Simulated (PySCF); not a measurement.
# Gas-phase XPS of `[NH2][GeH2][Br]`, computed

BrGeH4N.
Geometry (PBE0-D3(BJ)/def2-SVP, Å), atoms numbered from 1 in this order:
```xyz
7
BrGeH4N angstrom
N     -1.178    0.238   -0.014
Ge     0.498   -0.462    0.001
Br     2.166    1.167   -0.012
H     -1.420    0.791    0.804
H     -1.413    0.769   -0.850
H      0.695   -1.280   -1.280
H      0.688   -1.247    1.302
```

Computed with delta-SCF UKS SCAN, pcX-2 on the ionised atom, pcseg-1 elsewhere, spin-free X2C in PySCF. Each binding energy is the total energy of the core-ionised species, with the hole localised on one atom, minus that of the ground state; both are solved self-consistently, so orbital relaxation is included.

Task: Give the core binding energies atom by atom.

Result: 
```json
{"atom(s)": "N1", "bonded to": "2 H and Ge", "level": "N 1s", "binding energy (eV)": "405.01", "count": "1"}
```

Task: Which photon wavelength matches the N 1s of N1 threshold?

Result: λ = hc/E = 12398.42 eV Å / 405.01 eV = 30.613 Å.

No level of bromine or germanium is listed. Isolated species at its PBE0-D3(BJ)/def2-SVP geometry (one conformer only).
